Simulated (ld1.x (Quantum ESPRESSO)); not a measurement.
## Before and after: RRKJ potential for titanium (Ti)

```
Element                 : titanium
Generator               : ld1.x (Quantum ESPRESSO) 7.5
Type                    : norm-conserving RRKJ (Kleinman–Bylander form)
Functional              : PBE
Relativity              : scalar-relativistic
Frozen core             : [Ne] 3s2
Valence charge          : 10
Reference configuration : 3p6 3d2 4s2 4p0
Partial waves           : 4s (bound): rc 2.75 bohr; 3p (bound): rc 1.25 bohr; 3d (bound): rc 2.60 bohr
Local potential         : all-electron potential smoothed inside 1.35 bohr (lloc = -1)
Core correction         : Bessel-smoothed model core, default radius (core density twice the valence density)
rho0                    : 0.02
```

All-electron outer shells of the reference configuration (PBE, scalar-relativistic, ld1.x):

```json
{"shell": "2p", "level (eV)": "-444.26", "outermost node (bohr)": "–", "outermost maximum (bohr)": "0.22"}
{"shell": "3s", "level (eV)": "-62.63", "outermost node (bohr)": "0.40", "outermost maximum (bohr)": "0.87"}
{"shell": "3p", "level (eV)": "-38.86", "outermost node (bohr)": "0.37", "outermost maximum (bohr)": "0.90"}
{"shell": "4s", "level (eV)": "-4.47", "outermost node (bohr)": "1.24", "outermost maximum (bohr)": "2.92"}
{"shell": "3d", "level (eV)": "-4.26", "outermost node (bohr)": "–", "outermost maximum (bohr)": "0.98"}
{"shell": "4p", "level (eV)": "-1.47", "outermost node (bohr)": "1.39", "outermost maximum (bohr)": "3.80"}
```

Change: wave 3p (bound): rc 1.25 bohr becomes 3p (bound): rc 1.40 bohr.

Cutoffs: the cutoffs (Ry, on a coarse ladder) from which the occupation-weighted sum of valence levels, in a spherical-Bessel basis at the reference potential, stays within 10 and 1 mRy of its value at 400 Ry; they do not see the model core or the augmentation charge, which bear on the density cutoff. Errors are all-electron minus pseudo energies relative to the spin-unpolarised reference configuration.

**Question.** What does the change do?

**Answer.** The potential gets softer (80 Ry and 100 Ry → 40 Ry and 80 Ry); both files keep a bound ghost (s); the errors of the 7 common tests hardly move. A larger radius leaves more room for a smooth pseudo-wave, so fewer plane waves are needed.

| quantity | base | changed |
| --- | --- | --- |
| cutoff, loose | 80 Ry | 40 Ry |
| cutoff, tight | 100 Ry | 80 Ry |
| loose cutoff by channel (10 mRy a level) | s 15 Ry, p 50 Ry, d 21 Ry | s 15 Ry, p 35 Ry, d 21 Ry |
| bound ghosts | s | s |
| error for 3p6 3d2 4s1 4p0, meV [ΔE 7.35 eV] | -2.0 | -2.0 |
| error for 3p6 3d2 4s0 4p0, meV [ΔE 20.92 eV] | -33 | -33 |
| error for 3p6 3d1 4s0 4p0, meV [ΔE 47.87 eV] | +338 | +338 |
| error for 3p6 3d1 4s2 4p1, meV [ΔE 4.67 eV] | +279 | +279 |
| error for 3p6 3d2 4s0 4p2, meV [ΔE 6.29 eV] | -63 | -62 |
| error for 3p6 3d2 4s1 4p1, meV [ΔE 3.08 eV] | -25 | -25 |
| error for 3p6 3d2 4s0 4p1, meV [ΔE 11.12 eV] | -54 | -53 |
| s: phases at 3.01 bohr within 0.05 rad from the reference energy up to (Ry; the scan ends near 5) | n/a | n/a |
| p: phases at 3.01 bohr within 0.05 rad from the reference energy up to (Ry; the scan ends near 5) | 4.0 | 4.0 |
| d: phases at 3.01 bohr within 0.05 rad from the reference energy up to (Ry; the scan ends near 5) | 0.6 | 0.6 |

 A true bound ghost makes a file unfit for plane-wave use even where its test errors are small: the radial tests pick states by their node count and pass the ghost by.
